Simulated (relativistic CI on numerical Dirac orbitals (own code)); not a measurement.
# Pt³⁵⁺: q coefficients and field-shift factors

Computed by Dirac-Coulomb-Breit CI, orbitals from a KLI potential per configuration, derivatives by finite differences, unscaled Slater integrals, QED left out (own radial code, finite nucleus).

Configuration list (outside the closed core [Ar] 3d10): 4s2 4p6 4d7, 4s2 4p6 4d6 4f, 4s2 4p5 4d8, 4s2 4p4 4d9, 4s 4p6 4d8, 4p6 4d9, 4s2 4p6 4d6 5s, 4s 4p5 4d9. Levels of other configurations are missing.

With x = (α/α₀)² − 1 an excitation energy changes as ω = ω₀ + qx; K = 2q/ω₀ is the relative enhancement. Terms are leading LS components, so labels can repeat. The field-shift factor is F = δν/δ⟨r²⟩ for the transition from the lowest level.

Lowest level 4s2 4p6 4d7 4F_9/2.

```csv
Level,ω₀ (cm⁻¹),q (cm⁻¹),F (GHz/fm²)
4s2 4p6 4d7 2P_3/2,38348,670.5,-0.975
4s2 4p6 4d7 2D_5/2,60700,8460,0.246
4s2 4p6 4d7 4F_7/2,170341,186300,6.34
4s2 4p6 4d7 2H_9/2,198481,180900,6.37
4s2 4p6 4d7 4P_3/2,201131,187700,6.34
4s2 4p6 4d7 4P_5/2,208540,190500,6.59
4s2 4p6 4d7 4P_1/2,213562,185700,5.44
4s2 4p6 4d7 2H_11/2,229717,182300,6.89
4s2 4p6 4d7 2F_7/2,246366,190200,6.54
4s2 4p6 4d7 2F_5/2,262304,179700,6.35
4s2 4p6 4d7 2D_3/2,318598,191000,7.25
4s2 4p6 4d7 4F_5/2,367922,367300,12.3
4s2 4p6 4d7 4P_3/2,379453,368900,12
4s2 4p6 4d7 2P_1/2,398043,372800,11.6
4s2 4p6 4d7 2H_9/2,403332,369000,13
4s2 4p6 4d7 2F_7/2,412824,362900,12.3
4s2 4p6 4d7 2D_5/2,491676,368400,13
4s2 4p6 4d7 2D_3/2,585568,554200,18.2
4s2 4p5 4d8 4G°_11/2,1612846,243900,22.6
4s2 4p5 4d8 4F°_9/2,1627221,204400,23.3
4s2 4p5 4d8 2D°_5/2,1627757,232100,21
4s2 4p5 4d8 2P°_1/2,1646095,207800,23.3
4s2 4p5 4d8 2F°_7/2,1648076,239500,20.3
```

At this charge energies of transitions that change n are usually good to better than 1 %, and those within a shell (Δn = 0) to a few per cent. Terms inside the open d or f shell come out 10 to 20 % too wide with unscaled integrals.

(1) Which transition from the lowest level has the largest |K|?

Results:

(1) 4s2 4p6 4d7 4F_7/2 at 170341 cm⁻¹, K = 2.19.
